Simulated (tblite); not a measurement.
Species: C3H10BrNSi2.
Numbering: `[CH3:1][NH:2][Si@H:3]([SiH3:4])/[CH:5]=[CH:6]\[Br:7]` (hydrogens: H8, H9, H10 on C1; H11 on N2; H12 on Si3; H13, H14, H15 on Si4; H16 on C5; H17 on C6)

Computed with GFN2-xTB (tblite), gas phase: L-BFGS steps from a force-field or distance-geometry start until the largest atomic force falls under 0.01 eV/Å.

Step 58: E = -597.4702 eV
```
atom  x, y, z in Å  |  force x, y, z in eV/Å
C1     -1.6959   -1.9508   -0.2024   -0.009  -0.028  -0.010
N2     -1.3849   -0.6291    0.2800   -0.003  -0.010   0.011
Si3    -0.0959    0.3096   -0.3767    0.015   0.005   0.006
Si4     1.8393   -0.9592   -0.2607    0.034  -0.026   0.007
C5     -0.0761    1.7954    0.7897    0.002   0.003   0.012
C6      0.6461    2.8820    0.5961    0.013  -0.023  -0.029
Br7     1.7323    3.1150   -0.9457   -0.005  -0.001   0.045
H8     -2.2905   -1.9351   -1.1232   -0.017   0.007   0.008
H9     -0.7692   -2.4803   -0.4132    0.011   0.017   0.015
H10    -2.2487   -2.5099    0.5553    0.002   0.017  -0.006
H11    -2.2225   -0.1520    0.5799   -0.004   0.030   0.006
H12    -0.3856    0.8472   -1.7264   -0.023   0.003  -0.013
H13     3.0097   -0.2222   -0.7389   -0.001  -0.009   0.011
H14     1.7327   -2.1717   -1.0854    0.019   0.033   0.005
H15     2.1486   -1.4200    1.1003   -0.010   0.020  -0.034
H16    -0.6523    1.7574    1.7047   -0.005   0.006  -0.001
H17     0.7060    3.7360    1.2566   -0.018  -0.043  -0.031
```

Step 59: E = -597.4707 eV
```
atom  x, y, z in Å  |  force x, y, z in eV/Å
C1     -1.6964   -1.9500   -0.2013   -0.020  -0.044  -0.015
N2     -1.3871   -0.6274    0.2793    0.019  -0.027   0.007
Si3    -0.0961    0.3089   -0.3763    0.007   0.014  -0.003
Si4     1.8403   -0.9567   -0.2620    0.047  -0.038   0.015
C5     -0.0771    1.7944    0.7906   -0.002   0.006   0.010
C6      0.6474    2.8794    0.5972    0.007  -0.020  -0.037
Br7     1.7398    3.1061   -0.9411   -0.005   0.002   0.044
H8     -2.2957   -1.9372   -1.1192   -0.008   0.016   0.003
H9     -0.7692   -2.4786   -0.4162   -0.011   0.034   0.025
H10    -2.2469   -2.5102    0.5577    0.014   0.017   0.000
H11    -2.2235   -0.1497    0.5805   -0.014   0.026   0.005
H12    -0.3864    0.8446   -1.7276   -0.019   0.004  -0.001
H13     3.0108   -0.2176   -0.7374   -0.006  -0.011   0.011
H14     1.7367   -2.1682   -1.0886    0.017   0.033   0.003
H15     2.1510   -1.4215    1.0978   -0.014   0.024  -0.038
H16    -0.6578    1.7593    1.7031   -0.002   0.006  -0.006
H17     0.7034    3.7364    1.2538   -0.011  -0.041  -0.023
```

Step 60: E = -597.4713 eV
```
atom  x, y, z in Å  |  force x, y, z in eV/Å
C1     -1.6973   -1.9501   -0.1997   -0.028  -0.043  -0.014
N2     -1.3899   -0.6261    0.2787    0.036  -0.036   0.001
Si3    -0.0964    0.3081   -0.3751   -0.006   0.014  -0.013
Si4     1.8423   -0.9533   -0.2638    0.046  -0.034   0.016
C5     -0.0792    1.7937    0.7914   -0.011   0.003   0.003
C6      0.6500    2.8755    0.5983   -0.009  -0.015  -0.035
Br7     1.7541    3.0917   -0.9317    0.004   0.006   0.029
H8     -2.3051   -1.9402   -1.1122    0.005   0.022   0.000
H9     -0.7692   -2.4754   -0.4222   -0.035   0.046   0.034
H10    -2.2413   -2.5121    0.5628    0.025   0.015   0.004
H11    -2.2253   -0.1467    0.5802   -0.014   0.011   0.002
H12    -0.3883    0.8405   -1.7284   -0.012   0.007   0.013
H13     3.0116   -0.2100   -0.7348   -0.004  -0.010   0.008
H14     1.7416   -2.1613   -1.0943    0.015   0.021  -0.007
H15     2.1536   -1.4239    1.0932   -0.012   0.022  -0.025
H16    -0.6680    1.7646    1.6990    0.001   0.005  -0.010
H17     0.6999    3.7369    1.2490   -0.002  -0.033  -0.007
```

Step 61: E = -597.4718 eV
```
atom  x, y, z in Å  |  force x, y, z in eV/Å
C1     -1.6983   -1.9511   -0.1985   -0.026  -0.021  -0.004
N2     -1.3911   -0.6263    0.2791    0.031  -0.028  -0.002
Si3    -0.0966    0.3074   -0.3738   -0.012   0.004  -0.015
Si4     1.8444   -0.9511   -0.2649    0.027  -0.015   0.007
C5     -0.0813    1.7938    0.7915   -0.016  -0.002  -0.006
C6      0.6523    2.8724    0.5986   -0.022  -0.009  -0.025
Br7     1.7671    3.0803   -0.9227    0.015   0.007   0.008
H8     -2.3133   -1.9419   -1.1062    0.011   0.020  -0.001
H9     -0.7696   -2.4724   -0.4278   -0.041   0.042   0.032
H10    -2.2350   -2.5145    0.5679    0.024   0.008   0.004
H11    -2.2265   -0.1447    0.5786   -0.003  -0.007  -0.001
H12    -0.3904    0.8372   -1.7282   -0.007   0.012   0.017
H13     3.0117   -0.2039   -0.7327    0.006  -0.006   0.005
H14     1.7446   -2.1548   -1.0996    0.015   0.004  -0.019
H15     2.1547   -1.4255    1.0892   -0.006   0.013   0.000
H16    -0.6769    1.7704    1.6948    0.001   0.002  -0.009
H17     0.6975    3.7370    1.2448    0.004  -0.024   0.007
```

**Question.** Estimate the geometry and energy of step 62. (The exact step hangs on the optimiser's Hessian estimate; all steps are aligned on step 61, rigid shifts and turns removed.)

**Answer.** E = -597.4721 eV, largest force 0.047 eV/Å
```
atom  x, y, z in Å  |  force x, y, z in eV/Å
C1     -1.6990   -1.9523   -0.1978   -0.017   0.006   0.006
N2     -1.3910   -0.6275    0.2799    0.011  -0.010   0.000
Si3    -0.0969    0.3070   -0.3732   -0.010  -0.009  -0.010
Si4     1.8457   -0.9500   -0.2654    0.005   0.003  -0.004
C5     -0.0833    1.7941    0.7910   -0.017  -0.005  -0.014
C6      0.6535    2.8705    0.5983   -0.027  -0.003  -0.013
Br7     1.7766    3.0732   -0.9162    0.022   0.006  -0.008
H8     -2.3186   -1.9422   -1.1021    0.010   0.014   0.000
H9     -0.7701   -2.4700   -0.4316   -0.032   0.026   0.023
H10    -2.2295   -2.5168    0.5718    0.014   0.001   0.003
H11    -2.2270   -0.1443    0.5769    0.011  -0.018  -0.002
H12    -0.3920    0.8357   -1.7274   -0.005   0.016   0.013
H13     3.0115   -0.2004   -0.7313    0.016  -0.003   0.002
H14     1.7457   -2.1504   -1.1034    0.016  -0.009  -0.025
H15     2.1543   -1.4264    1.0869    0.001   0.005   0.021
H16    -0.6832    1.7751    1.6914   -0.002  -0.001  -0.007
H17     0.6965    3.7366    1.2423    0.005  -0.017   0.016
```

The energy changes by -0.0003 eV. The first-order estimate −F·Δx gives -0.0004 eV and the mean of the old and new forces, exact on a quadratic surface, -0.0003 eV. The step makes an angle of 80° with the force vector and moves no atom by more than 0.013 Å.

The cost below is that of the whole relaxation. On one thread of an AMD EPYC 9R45 (shared host), this took 0.53 s of wall time.
